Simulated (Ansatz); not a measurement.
Relaxation of B2F2H4OSi (10 atoms, charge 0, multiplicity 1), to a largest force component of 0.02 eV/Å in at most 40 steps.

Level of theory: RKS PBE0-D4/STO-3G (Ansatz).

```xyz
10
Properties=species:S:1:pos:R:3
F 1.484 1.033 1.824
B 0.762 -0.204 1.798
B 0.331 -0.914 0.340
F -0.177 -2.213 0.351
O 0.754 -0.300 -0.931
Si -0.617 0.625 -1.443
H 0.523 -0.734 2.821
H -1.732 -0.268 -1.643
H -0.297 1.273 -2.681
H -0.948 1.652 -0.433
```

Task: Where does it end, and by what steps?

Result: The run converged. Limits of this set-up: minimal basis. After 21 steps the energy has fallen by 1.271 eV; F4 moved furthest, 1.29 Å.

| step | energy less start (eV) | largest force component (eV/Å) | accepted |
| --- | --- | --- | --- |
| 0 | 0.0000 | 4.219 | yes |
| 1 | -0.5362 | 1.798 | yes |
| 2 | -0.6861 | 1.616 | yes |
| 3 | -0.8415 | 0.419 | yes |
| 4 | -0.9197 | 0.428 | yes |
| 5 | -0.9598 | 0.634 | yes |
| 6 | -1.0645 | 0.676 | yes |
| 7 | -1.1506 | 1.019 | yes |
| 8 | -1.1537 | 1.577 | yes |
| 9 | -1.2112 | 0.658 | yes |
| 10 | -1.2462 | 0.307 | yes |
| 11 | -1.2500 | 0.281 | yes |
| 12 | -1.2521 | 0.379 | yes |
| 13 | -1.2623 | 0.208 | yes |
| 14 | -1.2643 | 0.205 | yes |
| 15 | -1.2667 | 0.095 | yes |
| 16 | -1.2677 | 0.125 | yes |
| 17 | -1.2634 | 0.539 | no |
| 18 | -1.2696 | 0.046 | yes |
| 19 | -1.2696 | 0.203 | yes |
| 20 | -1.2701 | 0.096 | yes |
| 21 | -1.2706 | 0.017 | yes |

```xyz
10
Properties=species:S:1:pos:R:3
F 1.689 0.691 1.836
B 0.645 -0.069 1.584
B 0.577 -1.141 0.258
F 1.104 -2.359 0.363
O -0.028 -0.887 -0.935
Si -0.758 0.615 -1.279
H -0.254 0.016 2.354
H -2.139 0.369 -1.625
H -0.066 1.197 -2.406
H -0.687 1.517 -0.148
```

The run took 23 s on 1 CPU thread of a shared host.
